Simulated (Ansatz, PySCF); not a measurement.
Gas-phase reaction (SMILES): COB(C)OC [dimethoxy(methyl)borane] + O (H2O) -> COB(O)OC [dimethoxyborinic acid] + C (CH4); water cleaves one B-C bond, a model of a ligand-exchange step.

Structures are relaxed separately at B3LYP-D3(BJ)/def2-TZVP in Ansatz (an electronic-structure program), one conformer each, not searched for the lowest. Valence correlation only, unless marked. Spin-orbit coupling is left out. Non-relativistic. CBS marks a two-point X^-3 extrapolation of the correlation energy; Hartree-Fock from the larger set. [CCSD(T)-MP2]/basis is that difference in the basis named. Thermal terms are rigid-rotor harmonic-oscillator values from B3LYP-D3(BJ) frequencies (Ansatz or PySCF) at 298.15 K and 1 atm. 1 Eh = 627.5095 kcal/mol.

| species | E, RI-MP2/CBS(cc-pVTZ,cc-pVQZ)+[CCSD(T)-MP2]/cc-pVTZ (Ansatz) (Eh) | E, B3LYP-D3(BJ)/def2-TZVPD (Ansatz + dftd3) (Eh) | H - E (Eh) |
|---|---|---|---|
| COB(C)OC | -294.80041 | -295.27220 | 0.13585 |
| O (H2O) | -76.37659 | -76.46738 | 0.02495 |
| COB(O)OC | -330.76701 | -331.25143 | 0.11352 |
| C (CH4) | -40.46125 | -40.53958 | 0.04840 |

Problem. Work out ΔE and ΔH at 298.15 K at the first level, then ΔH at the second.

Solution. 
1. ΔE = [(-330.76701) + (-40.46125)] - [(-294.80041) + (-76.37659)] = -0.05126 Eh = -32.2 kcal/mol at RI-MP2/CBS(cc-pVTZ,cc-pVQZ)+[CCSD(T)-MP2]/cc-pVTZ.
2. The terms H - E add up to 0.00112 Eh, so ΔH = (-0.05126 + (0.00112))×627.5095 = -31.5 kcal/mol.
3. At B3LYP-D3(BJ)/def2-TZVPD the same steps give ΔE = -32.3 and ΔH = -31.6 kcal/mol, a shift of -0.1 from the first level.
4. These values are not checked against measurement here, since the tables used lack a sound gas-phase enthalpy of formation for at least one species.
